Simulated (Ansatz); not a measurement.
C2H8Si2, SMILES `[SiH3]/C=C/[SiH3]` (charge 0, multiplicity 1).

The numbers are results of Ansatz (a program for electronic structure) with PBE/cc-pVTZ // B3LYP-D3(BJ)/def2-TZVP, not measurements.

Ansatz 0.2 input:
```yaml
crystal:
  periodic: [false, false, false]
  atoms:
    - { symbol: Si, position_ang: [-2.297964, 0.138684, -0.196678] }
    - { symbol: C, position_ang: [-0.541437, -0.170545, 0.354661] }
    - { symbol: C, position_ang: [0.5414, 0.168597, -0.355634] }
    - { symbol: Si, position_ang: [2.297959, -0.138857, 0.196591] }
    - { symbol: H, position_ang: [-3.001047, 1.012767, 0.774505] }
    - { symbol: H, position_ang: [-2.279844, 0.790944, -1.527042] }
    - { symbol: H, position_ang: [-3.048561, -1.138455, -0.279969] }
    - { symbol: H, position_ang: [-0.393108, -0.657286, 1.318679] }
    - { symbol: H, position_ang: [0.393116, 0.657654, -1.318487] }
    - { symbol: H, position_ang: [2.279391, -0.817088, 1.513898] }
    - { symbol: H, position_ang: [3.011085, -0.988115, -0.789127] }
    - { symbol: H, position_ang: [3.039008, 1.141702, 0.308604] }
basis:
  gaussian: { orbitals: cc-pVTZ }
hamiltonian:
  xc: pbe
```

Output:

```
Functional definition: PBE
1358 factors; their error is unknown
mean field evaluation 1: about -17939.8052 eV, gradient 5.8e1 eV
mean field evaluation 2: about -17920.3941 eV, gradient 9.8e1 eV
mean field evaluation 4: about -17948.4795 eV, gradient 3.3e0 eV
mean field evaluation 8: about -17948.4660 eV, gradient 3.0e-2 eV
mean field evaluation 16: about -17948.4660 eV, gradient 3.1e-5 eV
mean field -17948.46600158 eV, -659.5939596509 hartree, gradient 3.1e-5 eV, S^2 0.000000; 0 other end points of the search recorded, 0 dependent functions left out
reference -17948.46605049 eV, -659.5939614484 hartree; 24, 24 occupied and 216, 216 virtual orbitals, 1358 factors
Total energy: -17948.46605049 eV, -659.5939614484 hartree
```
